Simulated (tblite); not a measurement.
Species: FH8N3Si3.
Numbering: `[F:1][SiH:2]1[NH:3][SiH2:4][NH:5][SiH2:6][NH:7]1` (hydrogens: H8 on Si2; H9 on N3; H10, H11 on Si4; H12 on N5; H13, H14 on Si6; H15 on N7)

Computed with GFN2-xTB (tblite), gas phase: Langevin dynamics at 600 K from the optimised GFN2-xTB geometry, time step 0.5 fs, friction 0.01 fs⁻¹, 2000 steps.

Start geometry:
```
atom  x, y, z in Å
F1     -1.870   -2.009    1.488
Si2    -1.206   -1.225    0.240
N3      0.484   -1.505    0.296
Si4     1.728   -0.458   -0.288
N5      0.944    1.015   -0.735
Si6    -0.464    1.748   -0.053
N7     -1.471    0.452    0.482
H8     -1.871   -1.774   -0.934
H9      0.778   -2.409    0.623
H10     2.346   -0.993   -1.510
H11     2.713   -0.280    0.789
H12     1.494    1.625   -1.315
H13    -0.161    2.604    1.103
H14    -1.111    2.506   -1.134
H15    -2.336    0.712    0.925
```

The statistics below take the 31 frames saved every 25 fs from 250 to 1000 fs; their kinetic temperature (all 3N coordinates) averages 517 K.

**Question.** Give the mean, spread and extremes of the bond lengths.

**Answer.** 
```
   bond  start (Å)  mean (Å)  standard deviation (Å)  shortest (Å)  longest (Å)
 F1–Si2      1.616     1.629                   0.033         1.562        1.735
 Si2–N3      1.715     1.732                   0.043         1.657        1.824
 N3–Si4      1.727     1.741                   0.040         1.676        1.834
 Si4–N5      1.727     1.733                   0.038         1.650        1.816
 N5–Si6      1.727     1.748                   0.051         1.628        1.865
 Si6–N7      1.727     1.745                   0.040         1.670        1.836
 Si2–N7      1.714     1.722                   0.042         1.660        1.843
 Si2–H8      1.457     1.473                   0.055         1.379        1.615
  N3–H9      1.005     1.018                   0.046         0.936        1.113
Si4–H10      1.470     1.492                   0.078         1.351        1.648
Si4–H11      1.471     1.477                   0.052         1.375        1.582
 N5–H12      1.005     1.009                   0.023         0.966        1.069
Si6–H13      1.471     1.483                   0.054         1.382        1.588
Si6–H14      1.469     1.477                   0.038         1.377        1.549
 N7–H15      1.005     1.012                   0.027         0.966        1.079
```

**Question.** Give the same statistics for bond angles, one of each kind among heavy atoms.

**Answer.** 
```
     angle  start (°)  mean (°)  standard deviation (°)  smallest (°)  largest (°)
 F1–Si2–N3      107.5     110.9                     5.3         102.1        122.1
 N3–Si2–N7      107.9     108.2                     5.0          95.5        118.7
Si2–N3–Si4      126.8     125.4                     7.0         111.0        139.2
 N3–Si4–N5      106.1     109.2                     4.7          98.9        117.5
Si4–N5–Si6      129.0     122.6                     5.9         111.4        134.3
```

**Question.** How far does each atom move about its mean position (frames aligned on the start, all atoms weighted alike), and what rms force does it feel?

**Answer.** 
```json
{"atom": "F1", "rms displacement (Å)": "0.36", "rms force (eV/Å)": "0.90"}
{"atom": "Si2", "rms displacement (Å)": "0.10", "rms force (eV/Å)": "2.20"}
{"atom": "N3", "rms displacement (Å)": "0.30", "rms force (eV/Å)": "2.39"}
{"atom": "Si4", "rms displacement (Å)": "0.18", "rms force (eV/Å)": "2.24"}
{"atom": "N5", "rms displacement (Å)": "0.29", "rms force (eV/Å)": "1.95"}
{"atom": "Si6", "rms displacement (Å)": "0.15", "rms force (eV/Å)": "2.18"}
{"atom": "N7", "rms displacement (Å)": "0.26", "rms force (eV/Å)": "2.11"}
{"atom": "H8", "rms displacement (Å)": "0.36", "rms force (eV/Å)": "0.99"}
{"atom": "H9", "rms displacement (Å)": "0.70", "rms force (eV/Å)": "1.81"}
{"atom": "H10", "rms displacement (Å)": "0.62", "rms force (eV/Å)": "1.32"}
{"atom": "H11", "rms displacement (Å)": "0.61", "rms force (eV/Å)": "0.94"}
{"atom": "H12", "rms displacement (Å)": "0.66", "rms force (eV/Å)": "1.05"}
{"atom": "H13", "rms displacement (Å)": "0.51", "rms force (eV/Å)": "0.96"}
{"atom": "H14", "rms displacement (Å)": "0.52", "rms force (eV/Å)": "0.78"}
{"atom": "H15", "rms displacement (Å)": "0.54", "rms force (eV/Å)": "1.14"}
```

The displacements run from 0.10 to 0.70 Å, the largest at H9.

**Question.** How widely does the potential energy scatter, against a harmonic estimate?

**Answer.** Mean 0.85 eV above the start, standard deviation 0.189 eV, range 0.47 to 1.29 eV. For 39 classical harmonic modes at 600 K the canonical values are 39kT/2 = 1.01 eV and kT·√(39/2) = 0.228 eV.

The run is classical and short, so these are rough statistics of one trajectory.

What follows is the cost of the whole dynamics run. On an Arm Neoverse V2 with one thread, no GPU, shared host with 32 logical CPUs at a one-minute load of 14, this took 13 s and 0.18 GiB of memory at its peak.
